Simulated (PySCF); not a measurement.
H2O4W (SMILES [O]=[W](=[O])([OH])[OH]), singlet, at a GFN2-xTB geometry (such geometries of metal compounds can be far from the true shape) (core potentials on W). Base run: HF/def2-SVP in PySCF.

PySCF was given this input:
```python
from pyscf import gto, scf

mol = gto.M(
    atom='''
W     0.042452    0.000109    0.006175
O     1.162274    0.784616   -0.995673
O     0.834360   -0.779510    1.286108
O    -0.902059   -1.260752   -0.993861
H    -1.130461   -2.020306   -1.547347
O    -1.154125    1.255493    0.694763
H    -1.534548    2.013491    1.159688
''',
    basis='def2-svp',
    ecp={'W': 'def2-svp'},
    charge=0,
    spin=0,
    verbose=5,
)

mf = scf.RHF(mol)
mf.kernel()
mo_i, mo_e, stable_i, stable_e = mf.stability(internal=True, external=True, return_status=True, nroots=6, tol=1e-6)
print('internally stable:', stable_i, ' externally stable:', stable_e)
if not stable_e:
    umf = mf.to_uhf() if not hasattr(mf, 'xc') else mf.to_uks()
    umf.scf_summary = {}
    umf.kernel(umf.make_rdm1(mo_e, umf.mo_occ))
```

The bond that is stretched is that between atoms 7 and 6. A test that says stable can miss a lower solution.

The base run was repeated with changes; each row names its change, and settings that it needs were set with it.

| change | ΔE vs base (mEh) | <S^2> | E after following the instability (Eh) | <S^2> there | HOMO-LUMO gap (eV) | stability test says |
|---|---|---|---|---|---|---|
| base | 0.000 | 0.000 | - | - | 15.16 | stable |
| bond × 1.25 | 47.828 | 0.000 | - | - | 14.45 | stable |
| bond × 1.5 | 116.1 | 0.000 | - | - | 12.64 | stable |
| bond × 1.8 | 189.2 | 0.000 | -366.71381 | 0.74 | 10.52 | external instability |
| bond × 2.2 | 262.1 | 0.000 | -366.71334 | 1.00 | 8.42 | external instability |
| bond × 3.0 | 342.5 | 0.000 | -366.71830 | 1.01 | 5.17 | external instability |

Where a bond breaks into two radicals, a solution with restricted orbitals usually stops being the lowest and lies too high; an unrestricted one lies lower at the price of spin contamination, which <S^2> shows.
